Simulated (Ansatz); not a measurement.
A nudged elastic band was laid between two geometries of BrH + Ge2H6O (11 atoms, charge 0, multiplicity 1).

All numbers below come from RHF/def2-SVP (Ansatz 0.2.0).

```
movable images  : 7
climbing image  : yes
spring          : 5.0 eV/Å²
optimiser       : quadratic models (default)
start path      : through a guess of the saddle point
force threshold : 0.05 eV/Å
iteration limit : 60
end points      : relaxed
```

Initial state:

```xyz
11
Properties=species:S:1:pos:R:3
Ge 0.062 0.456 -0.056
H 0.242 0.659 1.459
Ge 2.244 0.352 -1.185
H 3.029 -0.882 -0.714
H 2.058 0.263 -2.707
H 3.068 1.608 -0.861
H -0.821 1.572 -0.619
O -0.852 -1.035 -0.344
H -0.461 -1.839 -0.040
Br 0.981 -3.360 2.131
H 0.051 -2.825 3.044
```

Final state:

```xyz
11
Properties=species:S:1:pos:R:3
Ge 0.075 -0.883 -0.410
H 0.959 0.989 3.757
Ge 2.225 0.078 -1.066
H 3.082 -1.030 -1.680
H 1.987 1.194 -2.090
H 2.911 0.654 0.176
H -0.967 0.051 0.212
O -0.603 -1.669 -1.829
H -1.401 -2.164 -1.717
Br 0.440 -2.531 1.219
H 0.895 0.278 3.536
```

Task: Which bonds break or form, and what moves?

Result: Bonds broken: Ge1–H2, Br10–H11. Bonds formed: Ge1–Br10, H2–H11. BrH + Ge2H6O becomes BrGe2H5O + H2.

Task: Give the energies along the band, and the barrier.

Result: The forces met the threshold. The highest image is number 4 of 0 to 8, 1.68 eV above the first end and 2.25 eV above the last; the last end lies 0.57 eV below the first. Neighbouring images differ by up to 1.5 eV, so the band resolves the path poorly. A vibrational analysis at the climbing image gives one clearly imaginary mode, 435i cm⁻¹: a first-order saddle point. The orbitals stay closed-shell, which can raise the energy where a bond breaks towards radicals; this wasn't checked here.

```
image  path coordinate (Å)  energy (eV)  Ge1–H2 (Å)  Br10–H11 (Å)  Ge1–Br10 (Å)
    0                 0.00         0.00        1.54          1.41          4.49
    1                 1.21         0.01        1.54          1.41          4.30
    2                 2.42         0.03        1.54          1.41          4.15
    3                 3.63         0.17        1.55          1.42          3.71
    4                 4.85         1.68        1.87          2.11          3.22
    5                 6.16         0.74        2.53          2.43          2.54
    6                 7.48        -0.34        3.27          2.84          2.36
    7                 8.80        -0.56        4.18          3.46          2.35
    8                10.12        -0.57        4.65          3.67          2.35
```

Task: What is the geometry of the highest image?

Result: 
```xyz
11
Properties=species:S:1:pos:R:3
Ge -0.036 -0.082 -0.149
H 0.062 0.287 1.684
Ge 2.287 -0.022 -0.961
H 2.622 -1.394 -1.516
H 2.281 1.034 -2.079
H 3.166 0.441 0.191
H -0.960 1.133 -0.267
O -1.069 -1.454 -0.274
H -0.666 -2.265 0.025
Br 1.461 -2.278 1.665
H 0.454 -0.431 1.787
```

The band took 22 iterations and of the order of 18 core-minutes.

The run took 5 min on 4 threads of Arm Neoverse V2, with other jobs on the host, peak memory 0.51 GiB.
